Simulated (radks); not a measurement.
Q: Species: Cu I. Configuration: [Ar] 3d10 5s1 (not the ground configuration). Calculated with a radial shooting solver on a logarithmic mesh with Libxc functionals: scalar-relativistic Kohn-Sham, LDA (Slater exchange, Perdew-Wang correlation), spin-unpolarised, spherical densities, finite nucleus; Fermi nuclear charge, rms radius 3.8823 fm. Some entries of the table are withheld. Estimate them.

orbital  occ.  eigenvalue (eV)  <1/r> (bohr^-1)
1s          2        -8838.163            29.11
2s          2              (1)            6.316
2p          6              (2)            6.205
3s          2              (3)              (4)
3p          6         -76.9477              (5)
3d         10              (6)            1.382
5s          1          -1.5276           0.1537

A: 
(1) 2s eigenvalue (eV): -1065.038
(2) 2p eigenvalue (eV): -921.1007
(3) 3s eigenvalue (eV): -119.0373
(4) 3s <1/r> (bohr^-1): 1.994
(5) 3p <1/r> (bohr^-1): 1.841
(6) 3d eigenvalue (eV): -10.2118
